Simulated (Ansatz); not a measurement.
Abridged output of a molecular run in Ansatz:

```
Functional definition: HF
1215 factors; integrals over basis functions are off by at most 1.5e-3 eV
mean field evaluation 1: about -11068.6013 eV, gradient 2.5e1 eV
mean field evaluation 2: about -11068.7842 eV, gradient 2.6e1 eV
mean field evaluation 4: about -11070.9483 eV, gradient 4.0e0 eV
mean field evaluation 8: about -11070.9993 eV, gradient 2.7e-1 eV
mean field evaluation 16: about -11070.9999 eV, gradient 1.5e-6 eV
mean field -11070.99992198 eV, -406.8517429394 hartree, gradient 1.5e-6 eV, S^2 0.000000; 0 other end points of the search recorded, 0 dependent functions left out
8 core orbitals not correlated: weight in the atoms' cores, before any rotation towards them, 1.000 or more for the frozen orbitals, at most 0.000 for the correlated occupied ones
reference -11070.99992198 eV, -406.8517429394 hartree; 11, 11 occupied and 186, 186 virtual orbitals, 1215 factors
second order -16.55483363 eV of doubles, -0.00000000 eV of singles
cycle   1  -17.02310789 eV  change   -4.7e-1 eV  update   1.0e-1
cycle   2  -17.49345763 eV  change   -4.7e-1 eV  update   3.2e-2
cycle   3  -17.61689647 eV  change   -1.2e-1 eV  update   1.8e-2
cycle   4  -17.60549214 eV  change    1.1e-2 eV  update   5.1e-3
cycle   5  -17.60348508 eV  change    2.0e-3 eV  update   2.5e-3
cycle   6  -17.60450309 eV  change   -1.0e-3 eV  update   8.4e-4
cycle   7  -17.60410417 eV  change    4.0e-4 eV  update   3.5e-4
cycle   8  -17.60400001 eV  change    1.0e-4 eV  update   1.1e-4
cycle   9  -17.60407411 eV  change   -7.4e-5 eV  update   4.7e-5
cycle  10  -17.60406359 eV  change    1.1e-5 eV  update   1.9e-5
perturbative correction -0.62566854 eV, -0.0229928948 hartree
Total energy: -11089.22965410 eV, -407.5216732385 hartree
```

Its atoms:

Cartesian coordinates in Å:
```
B 1.170 0.753 0.377
C 0.408 -0.470 0.614
F -1.023 -0.308 1.130
Al -1.074 -0.303 -0.769
H 2.255 0.590 -0.099
H 0.706 1.841 0.539
H 0.658 -1.504 0.811
H -1.594 -1.701 -1.278
H -1.508 1.102 -1.326
```

(1) Which basis set was used?
A. def2-QZVPP
B. def2-TZVPP
C. def2-SVPD
D. def2-SVP

(2) Write the keys of the input that set method, charge and spin (a neutral closed shell needs none for the last two).

Results:

(1) B. It gives 205 functions.

(2) 
```yaml
correlation: {method: ccsd_t}
```
